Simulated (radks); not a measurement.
Values are calculated unless marked as measured or tabulated.
Task: All-electron atom: Pm54+ in [He] 2s2 2p3 (the NIST ground configuration). Code: a radial shooting solver on a logarithmic mesh with Libxc functionals. Model: Dirac Kohn-Sham, PBE, spin-unpolarised, spherical densities, finite nucleus; open shells are shared between the two j in proportion to 2j + 1; Fermi nuclear charge, rms radius 4.962 fm. Some entries of the table are withheld. Estimate them.

orbital  occ.  eigenvalue (hartree)  <r> (bohr)  <1/r> (bohr^-1)
1s1/2       2             -1836.410     0.02312            67.54
2s1/2       2             -429.2182     0.09500              (1)
2p1/2       1             -420.1759     0.07903            16.55
2p3/2       2             -397.6144     0.08502            14.84
3s1/2       0             -181.5661      0.2232            6.991
3p1/2       0                   (2)      0.2088              (3)
3p3/2       0                   (4)      0.2173              (5)
3d3/2       0             -168.8346         (6)            6.377
3d5/2       0             -167.1454         (7)            6.249

Result: 
(1) 2s1/2 <1/r> (bohr^-1): 16.64
(2) 3p1/2 eigenvalue (hartree): -178.5440
(3) 3p1/2 <1/r> (bohr^-1): 6.943
(4) 3p3/2 eigenvalue (hartree): -172.1942
(5) 3p3/2 <1/r> (bohr^-1): 6.461
(6) 3d3/2 <r> (bohr): 0.1846
(7) 3d5/2 <r> (bohr): 0.1874
